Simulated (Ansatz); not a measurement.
Process, species as SMILES: O=[P] (O-P) → O atom + P atom
B3LYP-D3(BJ)/def2-TZVP geometries, fixed; electronic energies without zero-point terms.
Largest species:
```
P
O 1 1.4798
```
Charge 0, spin multiplicity 2.

The atomisation energy at CCSD(T) with Ansatz (an electronic-structure program), in kcal/mol, split into its Hartree-Fock and correlation parts. Cores are frozen. Open shells are unrestricted. No added dispersion term, no relativity. Functions are those of the species that has most.

```
basis        X  functions  Hartree-Fock  CCSD(T)
-----------  -  ---------  ------------  -------
cc-pV(D+d)Z  2         37         46.12   111.49
cc-pV(T+d)Z  3         69         60.07   132.19
cc-pV(Q+d)Z  4        119         61.64   138.26
cc-pV(5+d)Z  5        191         62.08   140.55
```

Worked estimate of the basis-set limit from each neighbouring pair, with Hartree-Fock from the larger set and the correlation part extrapolated as X^-3.
Correlation parts: X = 2: 65.37, X = 3: 72.12, X = 4: 76.62, X = 5: 78.47.
- (2,3): (27·(72.12) - 8·(65.37))/19 = 74.96; with Hartree-Fock 60.07 the estimate is 135.03 kcal/mol.
- (3,4): (64·(76.62) - 27·(72.12))/37 = 79.90; with Hartree-Fock 61.64 the estimate is 141.54 kcal/mol.
- (4,5): (125·(78.47) - 64·(76.62))/61 = 80.41; with Hartree-Fock 62.08 the estimate is 142.49 kcal/mol.
The last two estimates differ by 0.95 kcal/mol; the largest set lies 1.94 from the last. Over the last step Hartree-Fock moves by 0.44 and the correlation part by 1.85.
